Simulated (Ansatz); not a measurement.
Isolated molecules relaxed with PBE0-D4/def2-TZVP in Ansatz; ΔE leaves out vibrations. CCSD(T)/CBS is the MP2 limit (def2-TZVPP, def2-QZVPP) plus CCSD(T) − MP2 in def2-TZVPP, frozen cores. This one scheme is used for every species. One conformer a species, not always the lowest.

Reaction (ligand exchange at a B–N bond): `BN=CF` + `O[SiH2]F` → `BO[SiH2]F` + `N=CF`

```tsv
level	ΔE (kJ/mol)
MP2/def2-TZVPP	-21.4
CCSD(T)/def2-TZVPP	-24.6
```

Task: What does CCSD(T)/CBS give? (Estimate.)

Result: Computed: -23.0 kJ/mol. The listed levels differ from it by 1.6, -1.6 kJ/mol.

Largest T1 diagnostic among the species: 0.015.

From PBE to PBE0 (25 % exact exchange), in def2-TZVPP and without D4, ΔE moves by −8.5 kJ/mol. In def2-TZVPP, CCSD(T) changes the Hartree–Fock value by +14.8 kJ/mol (the triples alone add +2.4 kJ/mol) and MP2 by +17.9 kJ/mol. At CCSD(T), def2-SVP lies −4.6 kJ/mol from the extrapolated value and def2-TZVPP −1.5 kJ/mol.
